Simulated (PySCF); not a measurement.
Gas-phase reaction: 2 BI₃ ⇌ 3 I₂ + 2 B

Method: PySCF energies (xtb for GFN2) plus ideal-gas RRHO corrections (1 bar). † marks an energy on the PBE0/def2-TZVP geometry and frequencies; other levels use their own. MP2 and CCSD(T) freeze the core. Open shells (unrestricted): B (multiplicity 2, electronic degeneracy 6); the rest are closed-shell singlets. GFN2 has no spin-polarisation term. Spin-orbit splitting is ignored; it lowers the true energy and changes the entropy of B. B3LYP is the form with VWN-RPA correlation. I: scalar-relativistic def2 core potential, no spin-orbit coupling. MP2 isn't extrapolated to the basis-set limit; its ΔH°(298 K) is 1423.4 kJ in def2-SVP and 1434.2 kJ in def2-TZVPP. CCSD(T) isn't extrapolated to the basis-set limit; its ΔH°(298 K) is 1320.0 kJ in def2-SVP and 1311.9 kJ in def2-TZVPP. The harmonic model lacks anharmonicity and excited electronic states, which grow with temperature; levels with a mode under 35 cm⁻¹ are left out. Soft modes under 120 cm⁻¹ make the harmonic entropy rough for BI₃.

```
level               ΔE electronic, kJ  ΔH°(298 K), kJ  ΔS°(298 K), J/K  ΔG°(1400 K), kJ
------------------  -----------------  --------------  ---------------  ---------------
B3LYP/def2-TZVP†                 1258            1245              388              702
CCSD(T)/def2-SVP†                1333            1320              388              778
GFN2-xTB                         1678            1665              387             1125
HF/def2-TZVP†                    1066            1053              388              511
M06-2X/def2-TZVP†                1320            1307              388              765
MP2/def2-SVP†                    1436            1423              388              881
PBE/def2-SVP                     1416            1403              389              860
PBE/def2-TZVP†                   1359            1346              388              803
LDA/def2-TZVP†                   1527            1514              388              971
ωB97M-V/def2-TZVP†               1326            1313              388              770
```
ΔH° is lowest at HF/def2-TZVP† and highest at GFN2-xTB. No reference value is set beside these.
